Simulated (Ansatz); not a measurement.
System: C$_{5}$H$_{10}$O (charge 0, singlet). SMILES: CCCCC=O
Geometry from a B3LYP-D3(BJ)/def2-TZVP (Ansatz, a first-principles code) optimisation:
```xyz
16

C     -2.8458    -0.2890    -0.3223
C     -1.4366    -0.6095    -0.8115
C     -0.3516     0.0296     0.0516
C      1.0540    -0.2890    -0.4349
C      2.1628     0.3166     0.3806
O      2.0079     1.0084     1.3534
H     -2.9965    -0.6454     0.6993
H     -3.6035    -0.7559    -0.9539
H     -3.0261     0.7885    -0.3252
H     -1.2934    -1.6951    -0.8296
H     -1.3227    -0.2713    -1.8469
H     -0.4568    -0.3033     1.0875
H     -0.4861     1.1142     0.0746
H      1.2333    -1.3722    -0.4619
H      1.2041     0.0410    -1.4716
H      3.1871     0.0795     0.0192
```

Property: atomisation energy (electronic, to ground-state atoms), in kJ/mol. Correlated levels leave the core frozen unless marked. Open shells are spin-unrestricted. No spin-orbit coupling. No relativistic terms. The coupled-cluster limit lacks core correlation, which all-electron functionals hold. Basis-set limits of correlation are two-point, X^-3; Hartree-Fock from the larger set. The bracket is a focal-point correction in the basis named.

```json
[
 {"level": "HF/6-31G", "program": "Ansatz", "atomisation energy (kJ/mol)": "4587.2"},
 {"level": "PBE-D3(BJ)/def2-TZVPD", "program": "Ansatz + dftd3", "atomisation energy (kJ/mol)": "6674.7"},
 {"level": "B97M-V/def2-TZVPD", "program": "Ansatz", "atomisation energy (kJ/mol)": "6523.4"},
 {"level": "B3LYP-D4/def2-TZVPD", "program": "Ansatz + dftd4", "atomisation energy (kJ/mol)": "6524.7"},
 {"level": "B3LYP/def2-TZVPD", "program": "Ansatz", "atomisation energy (kJ/mol)": "6481.0"},
 {"level": "HSE06-D3(BJ)/def2-TZVPD", "program": "Ansatz + dftd3", "atomisation energy (kJ/mol)": "6569.1"},
 {"level": "CAM-B3LYP-D4/def2-TZVPD", "program": "Ansatz + dftd4", "atomisation energy (kJ/mol)": "6552.2"},
 {"level": "PBE-QIDH/def2-TZVPD", "program": "Ansatz", "atomisation energy (kJ/mol)": "6490.5"},
 {"level": "RPA@PBE/cc-pVTZ", "program": "Ansatz", "atomisation energy (kJ/mol)": "6118.3"},
 {"level": "MP2/aug-cc-pVTZ", "program": "Ansatz", "atomisation energy (kJ/mol)": "6495.2"},
 {"level": "RI-MP2/aug-cc-pVTZ", "program": "Ansatz", "atomisation energy (kJ/mol)": "6494.5"},
 {"level": "RI-MP2/cc-pVQZ", "program": "Ansatz", "atomisation energy (kJ/mol)": "6554.8"},
 {"level": "CCSD/cc-pVQZ", "program": "Ansatz", "atomisation energy (kJ/mol)": "6369.9"},
 {"level": "RI-MP2/CBS(cc-pVTZ,cc-pVQZ)+[CCSD(T)-MP2]/cc-pVDZ", "program": "Ansatz", "atomisation energy (kJ/mol)": "6535.3"},
 {"level": "CCSD(T)/CBS(cc-pVTZ,cc-pVQZ)", "program": "Ansatz", "atomisation energy (kJ/mol)": "6519.0"}
]
```
